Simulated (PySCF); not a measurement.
Method: B3LYP-D3(BJ)/def2-TZVP // B3LYP-D3(BJ)/def2-SVP (PySCF 2.14.0). All species are isolated molecules in the gas phase. One relaxed conformer stands for a flexible species; it need not be the lowest. B3LYP has the VWN-RPA correlation part, as in Gaussian. 

Reference species (SMILES): `Br[Si](Br)(Br)Br` (neutral, multiplicity 1).

```yaml
LUMO: -2.18 eV
HOMO–LUMO gap: 6.25 eV
```

Changed species: `CC[Si](Br)(Br)CC` (C–C–Si–Br torsion 64°, Br–Si–C–C torsion -178°) (2 of 4 Br replaced by C2H5; the reference has 0 of 4 Br replaced by C2H5).

Question: Predict the effect on the LUMO and HOMO–LUMO gap.

Answer: the LUMO increases by 1.91 eV, to -0.27 eV; the HOMO–LUMO gap goes up by 1.28 eV, to 7.53 eV.
